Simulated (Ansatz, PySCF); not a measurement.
H2OSi, SMILES O=[SiH2]. Atoms are numbered in the order given.

```xyz
4

Si     0.0000     0.0000     0.4375
O      0.0000     0.0000    -1.0820
H      0.0000    -1.2270     1.2665
H      0.0000     1.2270     1.2665
```

The structure is a stationary point at B3LYP-D3(BJ)/def2-TZVP.

Two levels are set side by side: PBE-D3(BJ)/def2-TZVP (Ansatz, a first-principles code) and B3LYP-D3(BJ)/def2-TZVP (Ansatz). Each level has its own optimised geometry; the coordinates shown are those of the second. Frequencies come from the Hessian of PySCF at each geometry. Differences are taken from unrounded values.

| quantity | B3LYP-D3(BJ) |
|---|---|
| mean bond length (Å) | 1.494 |
| bond Si1–O2 (Å) | 1.519 |
| bond Si1–H3 (Å) | 1.481 |
| bond Si1–H4 (Å) | 1.481 |
| highest harmonic wavenumber (cm⁻¹) | 2239 |
| mean harmonic wavenumber (cm⁻¹) | 1348 |
| zero-point energy (kcal/mol) | 11.56 |

Q: What does PBE-D3(BJ) give, and how far is it from B3LYP-D3(BJ)? (The exact figures need the calculation; the answer reports its results.)

A: 
| quantity | PBE-D3(BJ) | PBE-D3(BJ) minus B3LYP-D3(BJ) |
|---|---|---|
| mean bond length (Å) | 1.510 | 0.017 |
| bond Si1–O2 (Å) | 1.535 | 0.016 |
| bond Si1–H3 (Å) | 1.498 | 0.017 |
| bond Si1–H4 (Å) | 1.498 | 0.017 |
| highest harmonic wavenumber (cm⁻¹) | 2159 | -79 |
| mean harmonic wavenumber (cm⁻¹) | 1293 | -56 |
| zero-point energy (kcal/mol) | 11.09 | -0.48 |

GGA bonds tend to be longer and softer than those of functionals with exact exchange. Differences between two approximate levels are no errors against the true value.
